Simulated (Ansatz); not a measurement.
## CH7NOSi (SMILES C[SiH](N)O): name the method

CH7NOSi: 11 atoms, total charge 0, spin state singlet. SMILES: `C[SiH](N)O`. The coordinates come from a PBE0-D4/def2-TZVP relaxation. This is one conformer, not always the lowest.

```xyz
11

C    -1.1294    0.8821    0.2351
Si   -0.0083   -0.6001    0.1253
N     1.6017   -0.0074    0.1657
O    -0.2405   -1.4946   -1.2408
H    -2.1729    0.5746    0.1356
H    -1.0219    1.3890    1.1982
H    -0.9137    1.6055   -0.5559
H    -0.3288   -1.5769    1.1990
H     2.3898   -0.6264    0.2630
H     1.8008    0.9018    0.5483
H     0.0884   -1.1045   -2.0528
```

Orbital energies are those of the mean-field step.

A calculation with Ansatz 0.2.0 gave:

```
total energy  : -460.0533 Eh
HOMO energy   : -10.92 eV
LUMO energy   : 4.54 eV
HOMO–LUMO gap : 15.46 eV
```

Question: Which of these levels gave the numbers?
A. HF/def2-SV(P)
B. CCSD(T)/def2-SVP
C. HF/def2-TZVP
D. HF/def2-SVP

Answer: D. The others give -460.3718 Eh (HF/def2-TZVP), -460.7151 Eh (CCSD(T)/def2-SVP), -460.0183 Eh (HF/def2-SV(P)).
